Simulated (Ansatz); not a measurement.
`P[SiH2][SeH]` + `C[SeH]` → `C[Se]P` + `[SiH3][SeH]` at 400 K and 1 bar (cleavage of the P–Si bond).

Computed with Ansatz on PBE0-D4/def2-TZVP structures; ΔE is electronic, products minus reactants. CCSD(T)/CBS adds triple-zeta CCSD(T) − MP2 to the extrapolated MP2 energy (def2 sets, frozen cores). For Se outer-core shells are correlated without core-valence functions, which leaves a few kJ/mol of doubt a bond. Scalar relativity is left out up to krypton. One conformer a species, not always the lowest.

| species | CCSD(T)/CBS energy (Eh) | H − E (kJ/mol) | S (J/(mol·K)) |
| --- | --- | --- | --- |
| `P[SiH2][SeH]` | -3033.74999 | 142.8 | 370.3 |
| `C[SeH]` | -2441.15625 | 135.4 | 284.5 |
| `C[Se]P` | -2782.70431 | 172.0 | 349.5 |
| `[SiH3][SeH]` | -2692.20088 | 107.1 | 307.6 |

H − E and S are ideal-gas, rigid-rotor, harmonic terms from PBE0-D4/def2-TZVP, for one conformer and one mirror image of each species. 1 Eh = 2625.50 kJ/mol, R = 8.31446 J/(mol·K).

Question: By hand: ΔE, ΔH, ΔS and ΔG.

Answer: ΔE = (-2782.70431) + (-2692.20088) − (-3033.74999) − (-2441.15625) = 0.00105 Eh = 2.8 kJ/mol. Δ(H − E) = 172.0 + 107.1 − 142.8 − 135.4 = 0.9, so ΔH = 3.7 kJ/mol. ΔS = 349.5 + 307.6 − 370.3 − 284.5 = 2.3 J/(mol·K). ΔG = 3.7 − 400 × (2.3)/1000 = 2.8 kJ/mol.

Question: By hand: the equilibrium constant, and the temperature at which ΔG would vanish if ΔH and ΔS stayed fixed.

Answer: log₁₀ K = −ΔG/(RT ln 10) = -0.4. ΔG = 0 at ΔH/ΔS = 1609 K, though so small a ΔH makes that figure unsure.

The number of gas molecules stays the same, so ΔS is small and ΔH decides. The sign of ΔG lies within the doubt. A doubt of 5 kJ/mol in ΔE shifts log₁₀ K by 0.7 here. Other conformers and mirror images would add mixing entropy, several J/(mol·K) or more a flexible species. These are equilibria of isolated gas molecules and say nothing of rates. Largest T1 diagnostic: 0.011 (customary marks: 0.02 for closed shells, 0.045 for open ones).
